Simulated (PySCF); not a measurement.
C3H9SSi (SMILES C[Si](C)(C)[S]), doublet, geometry from GFN2-xTB; DF-BLYP/6-31G** in PySCF.

PySCF was given this input:
```python
from pyscf import gto, scf, dft

mol = gto.M(
    atom='''
C    -0.65581910    1.47443797   -1.21466416
Si   -0.06314066   -0.07709093   -0.27769055
C     1.51624336   -0.77988421   -1.08271036
C    -1.43721760   -1.39878350   -0.23934351
S     0.39453478    0.48170308    1.73515090
H    -0.89939338    1.23332074   -2.24460081
H    -1.54195054    1.89709658   -0.75084446
H     0.11073349    2.24341738   -1.22277179
H     1.87634128   -1.65065181   -0.54318165
H     1.32639151   -1.07675845   -2.10938335
H     2.31359264   -0.04286782   -1.08894708
H    -1.70011851   -1.71096520   -1.24515718
H    -2.33442814   -1.01686300    0.23830482
H    -1.11899547   -2.27832619    0.31214292
''',
    basis='6-31g**',
    spin=1,
    verbose=4,
)

mf = dft.UKS(mol)
mf.xc = 'blyp'
mf.grids.level = 5
mf = mf.density_fit(auxbasis='def2-universal-jkfit')
mf.kernel()
mf.analyze()
```

What the program printed (banner, timings and long lists left out):

```
PySCF version 2.14.0

[INPUT] verbose = 4
[INPUT] num. atoms = 14
[INPUT] num. electrons = 57
[INPUT] charge = 0
[INPUT] spin (= nelec alpha-beta = 2S) = 1
[INPUT] symmetry False subgroup None
[INPUT] Mole.unit = angstrom
[INPUT] Symbol           X                Y                Z      unit          X                Y                Z       unit  Magmom
[...]
nuclear repulsion = 285.985268186605
number of shells = 61
number of NR pGTOs = 246
number of NR cGTOs = 123
basis = 6-31g**
ecp = {}

******** <class 'pyscf.df.df_jk.DFUKS'> ********
method = DFUKS
initial guess = minao
damping factor = 0
level_shift factor = 0
DIIS = <class 'pyscf.scf.diis.CDIIS'>
diis_start_cycle = 1
diis_space = 8
diis_damp = 0
SCF conv_tol = 1e-09
SCF conv_tol_grad = None
SCF max_cycles = 50
direct_scf = False
number electrons alpha = 29  beta = 28
XC library pyscf.dft.libxc version 7.1.2
    S. Lehtola, C. Steigemann, M. J. T. Oliveira, and M. A. L. Marques,  SoftwareX 7, 1–5 (2018)
XC functionals = blyp
    A. D. Becke,  Phys. Rev. A 38, 3098 (1988)
    C. Lee, W. Yang, and R. G. Parr,  Phys. Rev. B 37, 785 (1988)
    B. Miehlich, A. Savin, H. Stoll, and H. Preuss,  Chem. Phys. Lett. 157, 200 (1989)
radial grids:
    Treutler-Ahlrichs [JCP 102, 346 (1995); DOI:10.1063/1.469408] (M4) radial grids

becke partition: Becke, JCP 88, 2547 (1988); DOI:10.1063/1.454033
pruning grids: <function nwchem_prune>
grids dens level: 5
symmetrized grids: False
atomic radii adjust function: <function treutler_atomic_radii_adjust>
small_rho_cutoff = 0
Set gradient conv threshold to 3.16228e-05
tot grids = 427400
init E= -807.256651044529

cycle= 1 E= -807.163064680448  delta_E= 0.0936  |g|= 0.527  |ddm|= 2.33
cycle= 2 E= -806.888742124937  delta_E= 0.274  |g|= 0.829  |ddm|= 1.62
cycle= 3 E= -807.286302447885  delta_E= -0.398  |g|= 0.189  |ddm|= 1.37
cycle= 4 E= -807.313870092474  delta_E= -0.0276  |g|= 0.0234  |ddm|= 0.331
cycle= 5 E= -807.314148929874  delta_E= -0.000279  |g|= 0.0151  |ddm|= 0.0573
cycle= 6 E= -807.314286184077  delta_E= -0.000137  |g|= 0.00557  |ddm|= 0.03
cycle= 7 E= -807.314302330959  delta_E= -1.61e-05  |g|= 0.00242  |ddm|= 0.00873
cycle= 8 E= -807.314305771008  delta_E= -3.44e-06  |g|= 0.000644  |ddm|= 0.00339
cycle= 9 E= -807.314306039438  delta_E= -2.68e-07  |g|= 0.000111  |ddm|= 0.00109
cycle= 10 E= -807.3143060497  delta_E= -1.03e-08  |g|= 3.39e-05  |ddm|= 0.000315
cycle= 11 E= -807.314306051676  delta_E= -1.98e-09  |g|= 2.61e-05  |ddm|= 0.000334
[...]
converged SCF energy = -807.314306053928  <S^2> = 0.75185796  2S+1 = 2.0018571
Total Energy =                        -807.314306053928135
[...]
spin_pop of  9 H 2px       0.00001
spin_pop of  9 H 2py      -0.00000
spin_pop of  9 H 2pz       0.00000
spin_pop of  10 H 1s       -0.00146
spin_pop of  10 H 2s        0.00003
spin_pop of  10 H 2px      -0.00000
spin_pop of  10 H 2py      -0.00000
spin_pop of  10 H 2pz      -0.00000
spin_pop of  11 H 1s        0.00081
spin_pop of  11 H 2s       -0.00001
spin_pop of  11 H 2px      -0.00000
spin_pop of  11 H 2py      -0.00000
spin_pop of  11 H 2pz       0.00000
spin_pop of  12 H 1s       -0.00047
spin_pop of  12 H 2s        0.00006
spin_pop of  12 H 2px      -0.00000
spin_pop of  12 H 2py      -0.00000
spin_pop of  12 H 2pz      -0.00000
spin_pop of  13 H 1s       -0.00041
spin_pop of  13 H 2s       -0.00000
spin_pop of  13 H 2px      -0.00000
spin_pop of  13 H 2py       0.00000
spin_pop of  13 H 2pz      -0.00000
 ** Mulliken Spin Density (per atom)  **
spin density of  0 C =      0.01804
spin density of  1 Si =     -0.02623
spin density of  2 C =      0.06204
spin density of  3 C =      0.01293
spin density of  4 S =      0.93070
spin density of  5 H =      0.00129
spin density of  6 H =     -0.00052
spin density of  7 H =     -0.00052
spin density of  8 H =     -0.00143
spin density of  9 H =      0.00516
spin density of  10 H =     -0.00143
spin density of  11 H =      0.00080
spin density of  12 H =     -0.00041
spin density of  13 H =     -0.00042
 ** Mulliken pop alpha/beta on meta-lowdin orthogonal AOs **
 ** Mulliken pop       alpha | beta **
In total            29.00000 | 28.00000
 ** Mulliken atomic charges   ( Nelec_alpha | Nelec_beta ) **
charge of  0C =     -0.55329  (     3.28567      3.26762 )
charge of  1Si =      0.83690  (     6.56844      6.59466 )
charge of  2C =     -0.53758  (     3.29981      3.23777 )
charge of  3C =     -0.55507  (     3.28400      3.27107 )
charge of  4S =     -0.26094  (     8.59582      7.66512 )
charge of  5H =      0.11390  (     0.44369      0.44241 )
charge of  6H =      0.11829  (     0.44059      0.44111 )
charge of  7H =      0.12041  (     0.43953      0.44006 )
charge of  8H =      0.12217  (     0.43820      0.43963 )
charge of  9H =      0.12186  (     0.44165      0.43649 )
charge of  10H =      0.12237  (     0.43810      0.43953 )
charge of  11H =      0.11296  (     0.44392      0.44312 )
charge of  12H =      0.11805  (     0.44077      0.44118 )
charge of  13H =      0.11996  (     0.43981      0.44023 )
Dipole moment(X, Y, Z, Debye): -0.30418, -0.69485, -2.35931
```
